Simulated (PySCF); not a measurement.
Cl2FHOSn. Atoms are numbered in the order given.

```xyz
6

O      1.4394     1.5686     0.0000
Sn     0.0014     0.2267     0.0000
F     -1.6539     1.2243     0.0000
Cl     0.0659    -1.0989     1.9123
Cl     0.0659    -1.0989    -1.9123
H      1.0591     2.4620     0.0000
```
Charge 0, spin multiplicity 1.

Coordinates come from a B3LYP-D3(BJ)/def2-SVP optimisation. The def2 effective core potentials stand for the cores of Sn; spin–orbit coupling is left out. The values are those of a single conformer.

These are B3LYP-D3(BJ)/def2-SVP run with PySCF values and carry that method's errors.

Frequencies are harmonic and unscaled.

Q: Estimate the vibrational spectrum. (Estimate from the structure and the level; the computed values follow.)

A: 
| mode | ν (cm⁻¹) | IR (km/mol) | moving atoms (share of kinetic energy) |
|---|---|---|---|
| 1 | 49 | 46.7 | H 47 %, O 28 %, F 15 %, Cl 10 % |
| 2 | 105 | 1.2 | Cl 77 %, Sn 9 % |
| 3 | 138 | 7.2 | Cl 33 %, Sn 28 %, O 25 %, F 11 % |
| 4 | 149 | 23.7 | H 51 %, O 17 %, F 16 %, Cl 15 % |
| 5 | 161 | 34.1 | F 47 %, O 26 %, Sn 14 % |
| 6 | 171 | 44.9 | F 39 %, O 29 %, Cl 17 %, Sn 15 % |
| 7 | 373 | 17.7 | Cl 85 %, Sn 13 % |
| 8 | 403 | 78.2 | Cl 70 %, Sn 29 % |
| 9 | 634 | 52.6 | O 54 %, F 35 %, Sn 11 % |
| 10 | 647 | 61.2 | F 51 %, O 33 %, Sn 16 % |
| 11 | 889 | 59.7 | H 92 % |
| 12 | 3790 | 114.3 | H 94 % |
